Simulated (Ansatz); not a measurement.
Cost and result up the ladder for Sn(vinyl)3(OEt) (C₈H₁₄OSn) (24 atoms). Charge 0, multiplicity 1. Geometry: r2SCAN-D4/def2-SVP.

```
atom    x (Å)    y (Å)    z (Å)
 Sn1   0.4215  -0.1842  -0.1303
  C2   1.7647   1.4112  -0.5785
  C3   2.9045   1.2514  -1.2651
  H4   1.4812   2.4127  -0.2273
  H5   3.2341   0.2744  -1.6414
  H6   3.5712   2.0957  -1.4863
  C7   1.0951  -1.3944   1.5078
  C8   2.2013  -1.0798   2.1961
  H9   0.5293  -2.2946   1.7875
 H10   2.8060  -0.1942   1.9585
 H11   2.5582  -1.6941   3.0341
 C12  -0.0559  -1.3343  -1.8775
 C13   0.2116  -0.8704  -3.1058
 H14  -0.5194  -2.3241  -1.7690
 H15   0.6767   0.1099  -3.2705
 H16  -0.0241  -1.4487  -4.0096
 O17  -1.2085   0.8245   0.4684
 C18  -2.3556   0.1324   0.9054
 C19  -3.4026   1.1432   1.3306
 H20  -2.7731  -0.5148   0.1015
 H21  -2.1253  -0.5415   1.7613
 H22  -4.3212   0.6452   1.6809
 H23  -3.0111   1.7738   2.1441
 H24  -3.6586   1.8007   0.4852
```

Ansatz on 2 threads of AMD EPYC 7R13 on a shared host and a share (18 GiB) of an NVIDIA H100 80GB HBM3. Times are rough, and most runs start from the orbitals of an earlier one. PBE0-D4/def2-TZVP serves as the yardstick here, not as an exact answer. Differences are given only for rows in sets of like size (and for xTB, whose basis is part of the method), since another set adds its own error. Binding counts from free atoms at the same level (Sn triplet, C triplet, H doublet, O triplet; other spins of the atoms weren't run), without zero-point energy or a counterpoise term.

In the def2 sets Sn takes a core potential, while STO-3G treats all electrons; there is no spin–orbit coupling. Correlated methods freeze 13 core orbitals; core or outer-core shells of Sn are correlated, in sets that lack core-valence functions. Single mean-field runs in def2-TZVP are fitted with def2-universal-jkfit.

Correlated methods converge slowly with the basis.

| level | functions | wall time | binding energy per atom (eV) | difference from PBE0-D4/def2-TZVP (eV) |
| --- | --- | --- | --- | --- |
| PBE-D4/def2-SVP | 222 | 2.4 s | 4.27 | – |
| LDA (SPW92)/def2-TZVP | 413 | 2.6 s | 4.74 | 0.57 |
| HF/STO-3G | 86 | 3.4 s | 3.77 | – |
| PBE-D4/def2-TZVP (with forces) | 413 | 3.6 s | 4.25 | 0.08 |
| PBE0-D4/def2-TZVP | 413 | 3.7 s | 4.17 | 0.00 |
| PBE0-D4/def2-SVP | 222 | 3.7 s | 4.20 | – |
| r2SCAN-D4/def2-TZVP (with forces) | 413 | 3.9 s | 4.15 | -0.02 |
| B97M-V/def2-TZVP | 413 | 4.2 s | 4.15 | -0.02 |
| CCSD(T)/def2-TZVP | 413 | 57 s | 4.02 | -0.15 |
